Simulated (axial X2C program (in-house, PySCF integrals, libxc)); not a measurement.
# InH: cheaper levels and CCSD(T), two-component

Calculated with an in-house relativistic program for diatomic molecules. Two-component (2c) means X2C with spin–orbit coupling and atomic mean-field two-electron Coulomb and Gaunt terms. Basis: In dyall-cv3z [11s12p9d4f1g], H dyall-v3z [6s2p1d] (cores contracted in-house); Gaussian nuclei, density fitting, unrestricted open shells. Masses: In 114.904 u, H 1.008 u.

State: Ω = 0 (closed shell); fragments In + H.

```
 level  Re (Å)  ωe (cm⁻¹)  De (eV)
  PBE0   1.849     1461.9      n/a
    HF   1.844     1524.3      n/a
   MP2   1.824     1514.5     2.37
  CCSD   1.839     1473.6     2.53
r2SCAN   1.847     1461.9      n/a
 TPSSh   1.851     1460.5      n/a
  BLYP   1.882     1366.9      n/a
```

Correlated methods: 14 electrons correlated (number of frozen shells: In 4 s, 3 p, 1 d; H none), 192 virtual spin orbitals or spinors in MP2, 140 natural virtuals in coupled cluster.

CCSD(T), same Hamiltonian and basis:

Re = 1.841 Å, ωe = 1461.6 cm⁻¹, De = 2.56 eV; T1 = 0.016 (Lee–Taylor normalisation).

(1) Give the differences from CCSD(T) in the columns below.

Occupations by symmetry block were frozen at the best pattern of an incomplete PBE0 search. Closed shells are restricted here (equal orbitals for both partners); the stretched side of such a curve lies too high. Dissociation energies refer to the lowest single-determinant-based atoms at the same level and basis. De is not given where an atomic determinant may have missed its ground term or J level, or where the truncated virtual space spoils (T). CCSD and (T) use frozen natural virtuals with an MP2 correction for the truncation; (T) itself is uncorrected, so its De runs slightly low. The functionals have no current-density term, which raises determinants with orbital currents, atoms included.

Answers

(1) 

```csv
level,ΔRe (Å),Δωe (cm⁻¹),ΔDe (eV)
PBE0,0.008,0,n/a
HF,0.003,63,n/a
MP2,-0.017,53,-0.19
CCSD,-0.002,12,-0.03
r2SCAN,0.006,0,n/a
TPSSh,0.010,-1,n/a
BLYP,0.041,-95,n/a
```
